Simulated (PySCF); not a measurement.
CH₈ClFSi₃, SMILES C[Si@H](Cl)[Si@@H](F)[SiH3].

Geometry optimised at B3LYP-D3(BJ)/def2-SVP. The structure was generated by enumeration; whether it is a known compound was not checked. The values are those of a single conformer.

Level of theory: PBE/def2-TZVP (PySCF).

The molecule is in vacuum.

```yaml
total_energy: -1470.86062 hartree
highest_occupied_level: -6.62 eV
lowest_empty_level: -2.04 eV
orbital_gap: 4.58 eV
dipole_moment: 0.90 D
quadrupole, principal values (traceless, Buckingham form, about the centre of nuclear charge): -9.62, 1.77, 7.84 D·Å
mean_static_polarisability: 111.3 bohr³ (16.49 Å³)
polarisability_principal_values: 100.1, 105.7, 128.0 bohr³
```
